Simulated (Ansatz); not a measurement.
Species: C$_{9}$H$_{10}$SSi, SMILES `Cc1cc2c([SiH3])cccc2s1` (charge 0, multiplicity 1).

Problem. Give a relaxed geometry from Ansatz (a first-principles code) with B3LYP-D3(BJ)/def2-SVP.

Solution. the end point of this relaxation (outside a Z-matrix the atoms follow the SMILES, hydrogens last).
Z-matrix (Å, degrees):
```
C
C 1 1.4191
C 2 1.3998 1 117.88
H 3 1.0932 2 119.51 1 -180.00
C 3 1.4070 4 118.62 2 -180.00
C 5 1.3919 3 120.69 4 180.00
H 6 1.0921 5 120.89 3 -180.00
H 5 1.0925 6 119.65 7 0.00
C 6 1.3991 7 120.82 5 -180.00
C 1 1.4420 2 129.15 3 -180.00
C 10 1.3653 1 114.01 2 180.00
H 10 1.0916 11 122.20 1 -180.00
C 11 1.4955 10 128.27 12 0.00
H 13 1.0995 11 110.09 10 0.00
H 13 1.1027 14 108.13 11 122.10
H 13 1.1027 14 108.13 15 115.80
S 9 1.7518 6 126.93 7 0.00
Si 2 1.8793 3 120.63 4 0.00
H 18 1.4909 2 108.82 3 0.00
H 18 1.4936 19 109.16 4 121.52
H 18 1.4936 19 109.16 20 116.96
```
